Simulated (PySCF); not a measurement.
ZrI2Cl2 (singlet state).
Geometry (PBE0-D3(BJ)/def2-SVP, Å), atoms numbered from 1 in this order:
```
atom  x, y, z in Å
Zr1   -0.0425   -0.0162   -0.0625
I2    -0.4501   -0.0653    2.5885
I3     2.5943   -0.0297   -0.5482
Cl4   -1.0035    1.8685   -0.9997
Cl5   -1.0234   -1.8678   -1.0402
```

Computed, not measured: PBE0-D3(BJ)/def2-SVP geometry optimisation, gas phase, def2 core potentials past Kr (PySCF).

Take the most abundant isotopes and a rigid rotor. 

Give the principal moments of inertia and the rotational constants in MHz.

Ia = 770.97, Ib = 1456.56, Ic = 1739.34 u·Å²; 505379 MHz·u·Å²/I gives A = 655.5, B = 347.0, C = 290.6 MHz.

What kind of rotor is it?

An asymmetric top. Ray's parameter κ = (2B − A − C)/(A − C) = -0.691; −1 is the prolate and +1 the oblate limit.

What does the inertial defect say?

Not planar: Δ = Ic − Ia − Ib = -488.19 u·Å². For a rigid frame Δ = −2 Σ m c², so Σ m c² = 244.10 u·Å² lies off the ab plane. The atom farthest from that plane is 1.88 Å away.

Give the other two planar moments, Paa and Pbb, and the rms extents of the mass along the axes.

Paa = Σ m a² = (Ib + Ic − Ia)/2 = 1212.47 and Pbb = Σ m b² = (Ia + Ic − Ib)/2 = 526.87 u·Å². With the mass M = 413.65 u, the rms extents √(P/M) along a, b and c are 1.71, 1.13, 0.77 Å.

Where do the levels up to J = 3 lie, in MHz?

Above 0(0,0):
J = 1: 1(0,1) 638, 1(1,1) 946, 1(1,0) 1002
J = 2: 2(0,2) 1906, 2(1,2) 2165, 2(1,1) 2334, 2(2,1) 3260, 2(2,0) 3267
J = 3: 3(0,3) 3791, 3(1,3) 3989, 3(1,2) 4326, 3(2,2) 5172, 3(2,1) 5207, 3(3,1) 6860, 3(3,0) 6861

Which types of transition are allowed, and where do some lines up to J = 3 fall?

The dipole components are |μa| = 0.00 D, |μb| = 0.45 D, |μc| = 0.00 D; the symmetry axis of this C2v structure is b, so μa and μc vanish by symmetry and there are no a-type or c-type lines. Some of the stronger lines:

```tsv
type	branch	J(Ka,Kc)	MHz	lower level (cm⁻¹)
b	Q	1(1,0) ← 1(0,1)	365	0.021
b	Q	2(1,1) ← 2(0,2)	428	0.064
b	Q	3(1,2) ← 3(0,3)	536	0.126
b	Q	2(2,0) ← 2(1,1)	933	0.078
b	R	1(1,1) ← 0(0,0)	946	0.000
b	R	2(0,2) ← 1(1,1)	959	0.032
b	R	3(1,2) ← 2(2,1)	1067	0.109
b	Q	2(2,1) ← 2(1,2)	1095	0.072
b	Q	3(2,2) ← 3(1,3)	1184	0.133
b	Q	3(3,0) ← 3(2,1)	1654	0.174
b	R	2(2,1) ← 1(1,0)	2257	0.033
b	R	2(2,0) ← 1(1,1)	2321	0.032
b	R	3(2,2) ← 2(1,1)	2838	0.078
b	R	3(3,1) ← 2(2,0)	3593	0.109
```

No frequency check. Constants of a rigid frame at the computed geometry: no zero-point averaging, no centrifugal distortion. Quadrupole hyperfine structure (35Cl, 127I) is left out.

Hardware: one thread, Arm Neoverse V2 (aarch64), no GPU, shared host with 64 logical CPUs at a one-minute load of 23. Cost: 1.9 min of wall time, 0.51 GiB resident at most. This is the geometry optimisation.
